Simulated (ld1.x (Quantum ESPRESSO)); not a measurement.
Values are calculated unless marked as measured or tabulated.
# Potentials for boron compared

Generated with ld1.x 7.5 (TM, RRKJ, ultrasoft, PAW), atompaw 4.2 or ONCVPSP 4.0.1. The cutoff is in Ry: for ld1.x and atompaw files where the sum of valence levels is converged to 10 mRy in a Bessel basis, for ONCV files where the hardest occupied wave has 1 mHa per electron of residual kinetic energy. The error is the largest all-electron minus pseudo excitation energy over each file’s own four to seven test configurations (ionisations up to +4, promotions, holes and added fractions of an electron), all of which were solved. The labels leave out finer settings (local radius, basis sizes, second energies), which also bear on the numbers. Spin-polarised tests are not counted. The rows are a selection from randomly drawn settings: files with unsolved tests, undetermined cutoffs or missed reference levels are left out.

```tsv
potential	cutoff (Ry)	largest error (meV)	bound ghosts
RRKJ, PBEsol, scalar-relativistic, rc 0.95/2.70 (sp), local s, core correction no, reference 2s2 2p1	70	+227	none
TM, PBEsol, non-relativistic, rc 1.35/3.10 (sp), local p, core correction yes, reference 2s1 2p2	18	+504	none
TM, PW91, non-relativistic, rc 1.10/2.55/2.50 (spd), local smoothed, core correction yes, reference 2s2 2p1	21	+233	none
TM, PBE, scalar-relativistic, rc 1.45/2.20/2.15 (spd), local d, core correction no, reference 2s1 2p2	21	+225	none
```

Task: Fill in the row for B: TM semilocal, LDA (PZ), scalar-relativistic, rc 0.90/2.65 (sp), local s, core correction no, reference 2s1 2p0.

Result: cutoff 80 Ry, largest error +444 meV, bound ghosts: none.
